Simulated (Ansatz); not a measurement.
C$_{2}$H$_{8}$O$_{3}$Si$_{2}$ (`C=C[SiH](O)[SiH](O)O`) from Hartree–Fock to CCSD(T)

```xyz
15

C     1.2510    0.8567    1.8813
C     0.0417    0.3052    1.9546
Si   -0.7807   -0.5627    0.5278
O    -2.3738   -0.1169    0.3673
Si    0.1646    0.0225   -1.5395
O    -0.4095   -0.9088   -2.7761
O     1.7818   -0.2472   -1.4158
H     1.8324    0.8448    0.9630
H     1.7210    1.3323    2.7380
H    -0.4816    0.3496    2.9106
H    -0.7216   -2.0368    0.7704
H    -3.0143   -0.5482    0.9337
H    -0.1163    1.4511   -1.8856
H    -1.2023   -0.6020   -3.2186
H     2.3077   -0.1397   -2.2110
```

Total charge 0; spin multiplicity 1. Geometry: relaxed with PBE0-D4/def2-TZVP. It is one conformer, not always the lowest. Frozen core, restricted reference, Ansatz 0.2.0. CBS rows extrapolate triple and quadruple zeta; past MP2 they add the triple-zeta difference.

```json
{"basis": "def2-TZVPP", "HF (Eh)": "-883.14029", "MP2 corr.": "-1.27933"}
{"basis": "def2-QZVPP", "HF (Eh)": "-883.17337", "MP2 corr.": "-1.37879"}
```

Estimate the CCSD correlation energy and the (T) correction in each basis where they were run (hartree).


| basis | CCSD corr. | (T) |
| --- | --- | --- |
| def2-TZVPP | -1.32666 | -0.05153 |
| CBS(def2) | -1.49980 | as TZ |
